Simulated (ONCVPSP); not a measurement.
**Before and after: ONCV potential for germanium (Ge)**

* Element: Ge
* Generator: ONCVPSP 4.0.1
* Type: optimised norm-conserving Vanderbilt (ONCV)
* Functional: PBE
* Relativity: scalar-relativistic
* Frozen core: [Ar]
* Valence charge: 14
* Reference configuration: 3d10 4s2 4p1 (charge +1)
* Partial waves: 4s: rc 1.45 bohr, ncon 4, nbas 8, qcut 5.2 1/bohr, 1 projector; 4p: rc 2.20 bohr, ncon 5, nbas 8, qcut 4.1 1/bohr, 2 projectors, debl 1.6 Ha; 3d: rc 1.25 bohr, ncon 5, nbas 10, qcut 13.5 1/bohr, 2 projectors, debl 1.1 Ha
* Local potential: polynomial inside 1.05 bohr (lpopt 4, dvloc0 0 Ha)
* Core correction: Teter function, fcfact 2.25, rcfact 1.15

In the d channel the program set the typed energies aside and used -1.408, 0.250 Ha.

All-electron outer shells of the reference configuration (PBE, scalar-relativistic, ld1.x):

```json
{"shell": "3s", "level (eV)": "-177.52", "outermost node (bohr)": "0.26", "outermost maximum (bohr)": "0.54"}
{"shell": "3p", "level (eV)": "-124.65", "outermost node (bohr)": "0.23", "outermost maximum (bohr)": "0.54"}
{"shell": "3d", "level (eV)": "-38.32", "outermost node (bohr)": "–", "outermost maximum (bohr)": "0.50"}
{"shell": "4s", "level (eV)": "-19.86", "outermost node (bohr)": "0.77", "outermost maximum (bohr)": "1.71"}
{"shell": "4p", "level (eV)": "-11.24", "outermost node (bohr)": "0.82", "outermost maximum (bohr)": "2.08"}
```

Change: s: qcut 5.9; p: qcut 4.7; d: qcut 15.4.

Cutoffs: the cutoffs (Ha) at which the residual kinetic energy of the hardest occupied pseudo-wave falls to 1 and 0.1 mHa per electron; they do not see the model core or the augmentation charge, which bear on the density cutoff. Errors are all-electron minus pseudo energies relative to the spin-unpolarised reference configuration.

Question: Predict the effect on cutoff, ghosts and configuration errors.

Answer: The potential gets harder (75 Ha and 83 Ha → 86 Ha and 97 Ha); both files keep a bound ghost (s); the number of tests with a reliable result goes from 3 to 4; the errors of the 3 common tests hardly move.

```csv
quantity,base,changed
"cutoff, loose",75 Ha,86 Ha
"cutoff, tight",83 Ha,97 Ha
loose cutoff by channel,"s 9.0 Ha, p 6.9 Ha, d 75 Ha","s 8.9 Ha, p 7.6 Ha, d 86 Ha"
bound ghosts,s,s
GHOST(+) flags under 300 eV,none,none
tests with a reliable result,3 of 4,4 of 4
"error for 3d10 4s2 4p0, meV [ΔE 15.44 eV]",+15,+16
"error for 3d10 4s1 4p0, meV [ΔE 50.23 eV]",+150,+158
"error for 3d10 4s1 4p2, meV [ΔE 8.72 eV]",+3.5,+3.0
s: phases at 1.48 bohr within 0.05 rad from the reference energy up to (Ha; the scan ends near 5),-0.6,-0.6
p: phases at 2.23 bohr within 0.05 rad from the reference energy up to (Ha; the scan ends near 5),2.6,2.6
d: phases at 1.27 bohr within 0.05 rad from the reference energy up to (Ha; the scan ends near 5),to the end of the scan,to the end of the scan
"rms error of d²Exc/dni dnj with the model core, mHa",4.92,5.10
```

 A true bound ghost makes a file unfit for plane-wave use even where its test errors are small: the radial tests pick states by their node count and pass the ghost by.
